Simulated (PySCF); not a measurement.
An equivalent PySCF input for Mg²⁺ (magnesium, charge +2), [Ne], closed-shell 1S, with scalar relativity by spin-free X2C-1e:

```python
from pyscf import gto, scf, dft, mp, cc
import basis_set_exchange as bse
mol = gto.M(atom="Mg 0 0 0", charge=2, spin=0, symmetry="D2h",
            basis=gto.basis.parse(bse.get_basis("x2c-TZVPPall", elements=["Mg"], fmt="nwchem")),
            nucmod="G")
mf = dft.UKS(mol, xc="M06L").sfx2c1e()
mf.irrep_nelec = {'Ag': (2, 2), 'B1u': (1, 1), 'B2u': (1, 1), 'B3u': (1, 1)}
mf.kernel()
```

It reaches the same state as the run whose output follows, with an energy that differs only through the grid. The run itself started from symmetry-adapted Hartree-Fock orbitals and held the occupation by maximum overlap, on a logarithmic radial grid, so the iterations belong to that start.

```
SCF conv_tol = 1e-09
number electrons alpha = 5  beta = 5
XC functionals = M06L
    Y. Zhao and D. G. Truhlar.,  J. Chem. Phys. 125, 194101 (2006)
    Y. Zhao and D. G. Truhlar.,  J. Chem. Phys. 125, 194101 (2006)
    Y. Zhao and D. G. Truhlar.,  Theor. Chem. Acc. 120, 215 (2008)
cycle= 1 E= -199.555962976164  delta_E= -0.000327  |g|= 0.00166  |ddm|= 0.0126
cycle= 2 E= -199.555963331537  delta_E= -3.55e-07  |g|= 0.000897  |ddm|= 0.000906
cycle= 3 E= -199.555963472493  delta_E= -1.41e-07  |g|= 4.28e-06  |ddm|= 0.000332
cycle= 4 E= -199.555963472496  delta_E= -2.84e-12  |g|= 3.3e-07  |ddm|= 2.81e-06
converged SCF energy = -199.555963472496  <S^2> = -5.3290705e-15  2S+1 = 1
```
